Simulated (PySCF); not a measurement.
Gas-phase reaction: 3 GaF + 3 HF → GaH3 + Ga2F6

Energies from PySCF, thermal terms from the rigid-rotor harmonic-oscillator model, ideal gas at 1 bar. † marks an energy on the PBE0/def2-TZVP geometry and frequencies; other levels use their own. MP2 and CCSD(T) freeze the core. 6-31G* has spherical d functions here. All species are closed-shell singlets. B3LYP is the form with VWN-RPA correlation. Ga: all electrons, no relativistic terms. GaH3, Ga2F6: computed as isolated molecules; such fragments, hydroxides, amides, oligomers or adducts are transient or little studied in the gas. MP2 isn't extrapolated to the basis-set limit; its ΔH°(298 K) is -477.8 kJ in def2-SVP and -384.8 kJ in def2-TZVPP. CCSD(T) isn't extrapolated to the basis-set limit. The harmonic model lacks anharmonicity and excited electronic states, which grow with temperature; levels with a mode under 35 cm⁻¹ are left out. Soft modes under 120 cm⁻¹ make the harmonic entropy rough for Ga2F6.

```csv
level,"ΔE electronic, kJ","ΔH°(298 K), kJ","ΔS°(298 K), J/K","ΔG°(2500 K), kJ"
B3LYP/6-31G*,-380,-389,-559,907
CCSD(T)/def2-SVP†,-416,-427,-558,867
HF/6-31G*,-445,-456,-567,865
HF/def2-TZVP†,-346,-356,-558,937
M06-2X/def2-TZVP†,-366,-377,-558,917
MP2/def2-TZVPP†,-374,-385,-558,909
PBE/def2-TZVP†,-241,-252,-558,1042
PBE0/def2-SVP†,-391,-402,-558,892
r2SCAN/def2-TZVP†,-368,-379,-558,914
LDA/def2-TZVP†,-362,-373,-558,921
```
ΔH° is lowest at HF/6-31G* and highest at PBE/def2-TZVP†. No reference value is set beside these.
